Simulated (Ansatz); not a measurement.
C$_{4}$H$_{8}$Sn, relaxed with RKS PBE0-D4/def2-TZVP in the Gaussian-basis code of Ansatz from a PBE-D4/def2-SVP geometry. The force threshold is 0.005 eV/Å; the program also tests the step.

The species carries charge 0 and has multiplicity 1. Sn takes the def2 core potential. The bonds changed during the relaxation, so this is another structure than the one it started from.

Start:

```xyz
13

C     1.812   -0.567   -0.497
C     1.152   -0.342    0.616
C     0.577   -0.066    1.797
Sn   -1.734   -0.464    0.659
C    -1.464    0.946   -1.063
H     2.913   -0.466   -0.513
H     1.311   -0.863   -1.433
H     0.522   -0.827    2.594
H     0.387    0.981    2.095
H    -1.122   -1.930   -0.186
H    -0.723    0.605   -1.812
H    -1.180    1.954   -0.696
H    -2.452    1.041   -1.561
```

**Question.** By how much does the energy fall, and how many steps does the optimiser take? (Estimate.)

**Answer.** Ansatz gave: 7.83 kJ/mol, in 35 steps, 9 of them rejected.

**Question.** Which bonds change most? (Best estimate.)

**Answer.** The calculation gave: Sn4–C5 from 2.242 to 2.202 Å; Sn4–H10 from 1.800 to 1.775 Å; C2–C3 from 1.343 to 1.320 Å; C1–H6 from 1.105 to 1.086 Å.

**Question.** Give the relaxed structure. (Best estimate.)

**Answer.** Computed: 
```xyz
13

C     1.810   -0.658   -0.482
C     1.184   -0.359    0.612
C     0.614   -0.028    1.755
Sn   -1.727   -0.490    0.621
C    -1.484    0.982   -0.999
H     2.891   -0.562   -0.531
H     1.284   -1.007   -1.363
H     0.538   -0.743    2.568
H     0.384    1.010    1.978
H    -1.067   -1.852   -0.306
H    -0.599    0.814   -1.613
H    -1.462    1.998   -0.600
H    -2.366    0.896   -1.641
```
